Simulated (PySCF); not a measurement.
# Calculated properties of `C=C[C@@H]1C[Si@@H](Cl)CCO1`

Species: C₆H₁₁ClOSi.
Z-matrix (Å and degrees, PBE0-D3(BJ)/def2-SVP geometry), rows numbered from 1:
```
C 
C   1  1.3316
C   2  1.4972  1  124.60
C   3  1.5406  2  111.25  1  -105.49
Si  4  1.8731  3  109.25  2  -175.24
Cl  5  2.0851  4  107.68  3   -73.89
C   5  1.8730  4  104.24  3    40.58
C   7  1.5317  5  108.83  4   -39.64
O   8  1.4043  7  113.09  5    54.70
H   1  1.0929  2  121.49  3   177.82
H   1  1.0951  2  121.47  3    -2.05
H   2  1.0968  1  120.73  3  -178.42
H   3  1.1098  2  108.82  1    13.92
H   4  1.1010  3  110.36  2    61.41
H   4  1.1044  3  108.94  2   -56.42
H   5  1.4898  4  114.51  3   166.56
H   7  1.1018  5  111.54  4  -162.09
H   7  1.1038  5  108.60  4    79.57
H   8  1.1091  7  109.66  5   -68.78
H   8  1.1009  7  110.50  5   173.34
```

Structural features include: C=C double bond, ether, Si–H bond and C–Si bond.

PBE0-D3(BJ)/def2-SVP geometry optimisation, gas phase (PySCF):

```yaml
Point_group: C1
Rotational_constants_A_B_C: 1.740, 0.794, 0.660 GHz
```

CAM-B3LYP/def2-SVPD ground state, ΔSCF and vertical TDDFT (core frozen in the response) (PySCF):

```yaml
Dipole_moment: 1.14 D
HOMO_energy: -8.90 eV
LUMO_energy: 1.10 eV
HOMO–LUMO_gap: 10.00 eV
Lowest_singlet_excitation: 7.02 eV (177 nm, f = 0.118)
Strongest_line_among_the_10_lowest_singlet_transitions: S3 at 7.50 eV (165 nm, f = 0.179)
Lowest_triplet_excitation_Tamm–Dancoff: 4.38 eV
Static_isotropic_polarisability: 111.7 au
Vertical_ionisation_energy: 9.52 eV
Electronic_spatial_extent_⟨r²⟩_about_the_centre_of_nuclear_charge: 1834 bohr²
```

From PBE/pcSseg-1 ground state and GIAO shieldings, non-relativistic (PySCF):

```yaml
13C_chemical_shifts_computed_TMS_as_zero_by_class: 150.1 (C2), 118.0 (C1), 83.9 (C3), 69.0 (C8), 26.7 (C4), 18.6 (C7) ppm
1H_chemical_shifts_computed_TMS_as_zero_by_class: 6.05 (H12), 5.50 (H16), 5.28 (H11), 5.11 (H10), 4.34 (H20), 3.90 (H13), 3.86 (H19), 0.99 (H18), 0.87 (H15), 0.79 (H14), 0.66 (H17) ppm
Isotropic_shieldings_of_nuclei_other_than_C_and_H_by_class: 248 (O9), 324 (Si5), 954 (Cl6) ppm
```

Monoisotopic mass (most abundant isotopes): 162.0268 u.

The 10 singlets span 7.02 to 8.02 eV, and their oscillator strengths add up to 0.63. The principal polarisabilities are 98.2, 107.4 and 129.4 au; their mean is the isotropic value. The polarisability is 16.55 Å³ as a volume (1 au = 0.148185 Å³), or 1.30 au for each of the 86 electrons. S1 lies 2.98 eV below the HOMO–LUMO gap; its leading configuration is HOMO→LUMO, weight 0.74. The ΔSCF ionisation energy exceeds −ε(HOMO) by 0.62 eV with CAM-B3LYP. The vertical singlet–triplet gap S1 − T1 is 2.64 eV (TDDFT singlet less Tamm–Dancoff triplet; S1: HOMO→LUMO, weight 0.74; T1: HOMO→LUMO, weight 0.44, beside HOMO−1→LUMO, weight 0.27). The rotational constants make it an asymmetric top with κ = (2B − A − C)/(A − C) = -0.75, nearer the prolate limit (−1).

One conformer stands for the species.
